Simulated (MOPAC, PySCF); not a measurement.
Isomers of CH4N2Si. Gas-phase values, no solvent. One relaxed conformer stands for each flexible species; it need not be the lowest. Strings in code marks are SMILES.

Quantity: electronic energy of isomers of CH4N2Si relative to `N#C[SiH2]N`, in kJ/mol. Semi-empirical values (MOPAC) are differences of heats of formation.

Level 1: B3LYP/3-21G // B3LYP-D3(BJ)/def2-TZVP (PySCF)
Level 2: BP86/6-31G* // B3LYP-D3(BJ)/def2-TZVP (PySCF)
Level 3: PBE/6-31G* // B3LYP-D3(BJ)/def2-TZVP (PySCF)
Level 4: AM1 // B3LYP-D3(BJ)/def2-TZVP (MOPAC)

| species | level 2 | level 3 | level 4 |
|---|---|---|---|
| `[H]/N=C\N=[SiH2]` (N–C–N–Si torsion 87°) | 160.6 | 157.7 | 202.2 |
| `[H]/N=C\[SiH]=N\[H]` (N–C–Si–N torsion 0°) | 182.9 | 180.2 | 174.3 |
| `N=C=N[SiH3]` | 28.50 | 25.61 | 143.0 |

What does level 1 give for each, and how far do the other levels lie from it on average?


- `[H]/N=C\N=[SiH2]` (N–C–N–Si torsion 87°): 227.2
- `[H]/N=C\[SiH]=N\[H]` (N–C–Si–N torsion 0°): 237.8
- `N=C=N[SiH3]`: 66.3
Mean absolute difference from level 1, which has limits of its own, over these rows (drawn at random from the members that have all these levels): level 2 53.1 kJ/mol, level 3 55.9 kJ/mol, level 4 55.1 kJ/mol.
